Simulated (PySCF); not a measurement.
# Carbon: a sound run and one with changed settings

Sound run: C²⁺ [He] 2s2, C³⁺ [He] 2s1. All numbers are calculated (PySCF 2.14, the non-relativistic Hamiltonian (point nucleus), in pcseg-2). The sound run starts from symmetry-adapted Hartree-Fock orbitals and uses a fine grid where one is needed.

Changed run: radial step 0.3 in ln r (0.13 in the sound run). This setting is unsound on purpose.

```csv
species,method,sound run (hartree),changed run (hartree),converged
C²⁺,UHF,-36.40376,-36.40376,yes
C²⁺,PBE0,-36.46624,-36.46665,yes
C²⁺,PBE,-36.45529,-36.45584,yes
C³⁺,UHF,-34.71930,-34.71930,yes
C³⁺,PBE0,-34.73521,-34.73555,yes
C³⁺,PBE,-34.72197,-34.72238,yes
```

Ionisation energy of C²⁺:

```csv
method,sound run (eV),changed run (eV)
UHF,45.837,45.837
PBE0,47.104,47.105
PBE,47.166,47.170
```

A coarse radial grid mis-integrates the density and the exchange-correlation energy, with errors of either sign; Hartree-Fock needs no grid.

For comparison, NIST gives 47.888 eV between the lowest levels.
